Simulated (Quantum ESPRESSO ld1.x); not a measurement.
Results of a calculation; reference values are marked as such.
One sound ld1.x (Quantum ESPRESSO 7.5) input for the titanium ion Ti2+ gives E = -850.9798 hartree in 38 iterations:

```
 &input
    zed=22.0,
    iswitch=1,
    rel=1,
    lsd=1,
    dft='SLA-VWN',
    config='[Ar] 3d2',
    verbosity='high',
    prefix='ld1',
    max_out_wfc=37,
    file_charge='ld1.rho',
 /
```

Changed or added lines, one case at a time, and what came of them:

- dx=0.1: inaccurate. The radial step is too large to integrate the orbitals; the run ends without a warning, but the energy is off by +0.0015 hartree against the default mesh.
- dft='TPSS': refused. The program stops in ld1_setup with "meta-GGA not implemented for LSDA": ld1.x has meta-GGAs only without spin and for rel = 0 or 1.
- config='[Ar] 3d2 3f1': refused. The program stops in el_config with "main/angular quantum number mismatch": l must be smaller than n.
- config='[Ar] 3d2 5g1': refused. The program stops in el_config with "l not found:G": the config string knows s, p, d and f alone.
- atom='D2' (without zed): crashed. The symbol names no element; the program warns, takes a nuclear charge of zero and dies without a result.
- beta=1.5: harmless. The Broyden-type mixing copes: 17 iterations against 38, same energy.
- zed=118.0: refused. The program stops in ld1_readin with "wrong nuclear charge zed: 118.00": zed must lie above 0 and at most 103.
